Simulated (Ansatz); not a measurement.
Basis-set extrapolation for `CO[SiH][SiH3]` radical (PBE0-D4/def2-TZVP geometry, frozen core, Ansatz). Multiplicity 2, UHF reference.

```
                     cc-pV(T+d)Z  cc-pV(Q+d)Z
                 HF  -694.733355  -694.749583
    MP2 correlation    -0.641148    -0.688354
CCSD(T) correlation    -0.720047      not run
```

Energies in hartree. Use E(X) = E(∞) + A·exp(−5.46·√X) for Hartree–Fock and E(X) = E(∞) + B·X^(−3.05) for correlation, with X = 3 and 4, and add CCSD(T) minus MP2 of the smaller set to the MP2 limit.

Task: What is the CCSD(T) energy at the basis-set limit?

Result: HF limit: -694.749583 + (-0.016228) × 0.30130 = -694.75447. MP2 limit: -0.688354 + (-0.047206) × 0.71189 = -0.72196. Higher-order term: -0.720047 − (-0.641148) = -0.07890. Total: -695.55533 hartree, 64.0 kcal/mol below CCSD(T)/cc-pV(T+d)Z.
